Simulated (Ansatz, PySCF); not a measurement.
C2H5Br2NSi, singlet, at a GFN2-xTB geometry, with bond 10-4 at 1.8 times its length. Base run: CASSCF(6,4)/STO-3G in PySCF.

Here is a job for PySCF.
```python
from pyscf import gto, scf, mcscf
import numpy

mol = gto.Mole()
mol.atom = '''
    C    -0.217567    2.002424   -2.198413
    C    -0.489154    0.721243   -2.014319
    Si    0.117450   -0.299491   -0.569224
    N     0.866740   -1.734678   -1.110487
    Br    1.426567    0.967390    0.730727
    Br   -1.560614   -0.997736    0.715141
    H     0.400393    2.564001   -1.514836
    H    -0.599295    2.552706   -3.043500
    H    -1.117338    0.202551   -2.725858
    H     0.958475   -3.206159   -0.058983
    H     1.619040   -1.711356   -1.775912
'''
mol.basis = 'sto-3g'
mol.charge = 0
mol.spin = 0
mol.verbose = 4
mol.build()

mf = scf.RHF(mol)
mf.kernel()
mc = mcscf.CASSCF(mf, 4, 6)
mc.fix_spin_(ss=0.0)
mc.kernel()
occ = numpy.linalg.eigvalsh(mc.fcisolver.make_rdm1(mc.ci, mc.ncas, mc.nelecas))[::-1]
ss = mc.fcisolver.spin_square(mc.ci, mc.ncas, mc.nelecas)[0]
print('natural occupations', occ.round(4), ' <S^2>', round(ss, 4))
```

Programs used: Ansatz (a program for electronic structure), PySCF; a row that names a program was run with it.

The base run was repeated with changes; each row names its change, and settings that it needs were set with it.

| change | ΔE vs base (kcal/mol) | natural occupations | <S^2> of the state |
|---|---|---|---|
| base | 0.000 | 2.00 2.00 1.72 0.28 | 0.00 |
| code = ansatz; correction = SC-NEVPT2, all electrons | -121.8 | - | - |
| conv_tol = 1e-5 | 0.052 | 2.00 2.00 1.72 0.28 | 0.00 |
| orbitals = fixed (CASCI) | 55.11 | 2.00 2.00 2.00 0.00 | 0.00 |
| correction = SC-NEVPT2 | -123.7 | 2.00 2.00 1.72 0.28 | 0.00 |
| active space = 2 electrons, 2 orbitals | 0.216 | 1.72 0.28 | 0.00 |
| active space = 8 electrons, 8 orbitals | -30.16 | 1.98 1.98 1.98 1.73 0.27 0.02 0.02 0.02 | 0.00 |
| orbitals = fixed (CASCI); correction = SC-NEVPT2 | -100.0 | 2.00 2.00 2.00 0.00 | 0.00 |
| code = ansatz | -0.116 | - | - |
| fix_spin_ = off | 0.000 | 2.00 2.00 1.72 0.28 | 0.00 |
| start = MP2 natural orbitals | -0.127 | 2.00 2.00 1.72 0.28 | 0.00 |

Active orbitals are taken around the Fermi level unless the row says otherwise; CASSCF can end in different local minima, and two programs can end on different orbitals. State-averaged rows give the lowest state.
